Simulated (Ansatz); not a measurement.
Mulliken charges of `C[O][Ga]([F])[Cl]` from PBE/def2-TZVPP in Ansatz (PBE0-D4/def2-TZVP geometry).

| atom | x (Å) | y (Å) | z (Å) | charge (e) |
| --- | --- | --- | --- | --- |
| C1 | -0.430 | -0.540 | 1.106 | -0.132 |
| O2 | -0.067 | 0.668 | 0.462 | -0.293 |
| Ga3 | 0.484 | 0.716 | -1.203 | 0.635 |
| F4 | 0.584 | -0.783 | -2.088 | -0.324 |
| Cl5 | 1.024 | 2.509 | -2.160 | -0.192 |
| H6 | 0.206 | -0.682 | 1.984 | 0.102 |
| H7 | -0.332 | -1.419 | 0.461 | 0.101 |
| H8 | -1.469 | -0.470 | 1.439 | 0.102 |

**Question.** By hand: the dipole of these point charges (1 e Å = 4.8032 D).

**Answer.** Σ q r = (-0.164, -0.159, 0.442) e Å, of length 0.498 e Å = 2.39 D.

**Question.** How does the dipole of the full density compare? (Estimate.)

**Answer.** The calculation gave: (-0.104, -0.107, 0.276) e Å, 1.51 D; the point charges give 1.58 times that, at 1° from its direction.

Point charges leave out the atoms' own dipoles, such as those of lone pairs, and Mulliken's split depends on the basis, so the two needn't agree.
